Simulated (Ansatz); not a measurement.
Reaction (cleavage of the Si–P bond): `[SiH3]P` + `OC[SiH2]O` → `OC[SiH2]O[SiH3]` + PH₃

Computed with Ansatz on PBE0-D4/def2-TZVP structures; ΔE is electronic, products minus reactants. CCSD(T)/CBS is the MP2 limit (def2-TZVPP, def2-QZVPP) plus CCSD(T) − MP2 in def2-TZVPP, frozen cores. This one scheme is used for every species. Functionals use def2-TZVPP. One conformer a species, not always the lowest.

`[SiH3]P`:

```xyz
7

Si   -0.316    0.755   -0.014
P     0.146   -1.378   -0.579
H    -1.784    0.868    0.189
H     0.082    1.627   -1.150
H     0.379    1.217    1.216
H    -0.053   -1.869    0.740
H     1.547   -1.221   -0.402
```

`OC[SiH2]O`:

Cartesian coordinates in Å:
```
O 0.211 -1.013 -1.550
C 0.848 -0.048 -0.721
Si -0.395 0.720 0.463
O -1.255 -0.522 1.147
H -0.357 -1.554 -0.993
H 1.272 0.714 -1.383
H 1.696 -0.488 -0.174
H 0.293 1.529 1.510
H -1.380 1.547 -0.272
H -0.934 -0.883 1.973
```

`OC[SiH2]O[SiH3]`:

Z-matrix (Å, degrees):
```
C
Si 1 1.881
O 1 1.422 2 106.3
H 1 1.100 2 110.4 3 121.7
H 1 1.099 2 109.3 3 -120.6
O 2 1.634 1 109.0 3 54.4
H 2 1.486 1 109.5 3 173.4
H 2 1.486 1 109.9 3 -66.0
H 3 0.960 1 109.3 2 -173.4
Si 6 1.639 2 141.2 1 -36.6
H 10 1.486 6 110.6 2 69.3
H 10 1.484 6 111.1 2 -52.8
H 10 1.485 6 107.2 2 -172.1
```

PH₃:

Cartesian coordinates in Å:
```
P 0.453 0.278 0.233
H -0.147 -0.862 0.831
H 0.490 -0.321 -1.054
H -0.797 0.905 -0.010
```

```csv
level,ΔE (kJ/mol)
ωB97M-V,-91.2
HF/def2-TZVPP,-116.2
```

(1) What does CCSD(T)/CBS give? (Estimate.)

Largest T1 diagnostic among the species: 0.013.

Answers

(1) The calculation gave: -90.1 kJ/mol. The listed levels differ from it by -1.1, -26.1 kJ/mol.

From PBE to PBE0 (25 % exact exchange), in def2-TZVPP and without D4, ΔE moves by −8.9 kJ/mol. The D4 term adds −4.7 kJ/mol with B3LYP and −3.0 kJ/mol with PBE0; it sums over pairs of atoms, weighted by their polarisabilities, and B3LYP, whose exchange is more repulsive, gets the larger term. In def2-TZVPP, CCSD(T) changes the Hartree–Fock value by +23.6 kJ/mol (the triples alone add +4.1 kJ/mol) and MP2 by +21.8 kJ/mol.

B3LYP here is the variant with VWN-RPA as its local correlation; programs differ in this.
